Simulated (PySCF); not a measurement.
# Two-component Hartree-Fock for Ge²⁵⁺ (germanium, charge +25)

Start: [He] 2s2 2p3; 2p1/2 filled at m_j = -1/2, +1/2; 2p3/2 filled at m_j = +3/2. Calculated with PySCF 2.14 in an even-tempered Gaussian basis (17 s from 7.8 bohr⁻², ratio 2.4; 12 p from 10 bohr⁻², ratio 2.4; 5 d from 38 bohr⁻², ratio 2.6; 4 f from 56 bohr⁻², ratio 2.6): generalised Hartree-Fock with the X2C-1e Hamiltonian and a Gaussian nucleus; one run each with spin-orbit coupling (SO) switched off, then screened by Boettger's factors.

```tsv
spinor shell	electrons	ε, spin-free (eV)	ε, screened SO (eV)	weight of nominal j (screened SO)	rms radius, screened SO (bohr)
1s1/2	2	-12672.6	-12670.8	1.000	0.0539
2s1/2	2	-2709.3	-2708.8	1.000	0.216
2p1/2	2	-2601.4	-2610.6	0.868	0.187
2p3/2	1	-2601.4	-2584.0	1.000	0.190
```

```tsv
quantity	spin-free	screened SO
E (hartree)	-1548.97836	-1549.51828
M_J	3/2	3/2
⟨J²⟩	3.750	3.763
⟨L²⟩	0.000	0.809
⟨S²⟩	3.750	2.794
```

Each row is a mean over spinors that exchange with the open shell spreads, by up to 57.613 eV (2s1/2).

Rows whose weight is well below 1 are mixtures of j = l ± 1/2: exchange outweighs spin-orbit coupling there, and the label is only the starting occupation.

Without spin-orbit coupling the j labels of p, d and f shells carry no meaning; the spin-free column gives the mean over the occupied spinors of each nl shell.
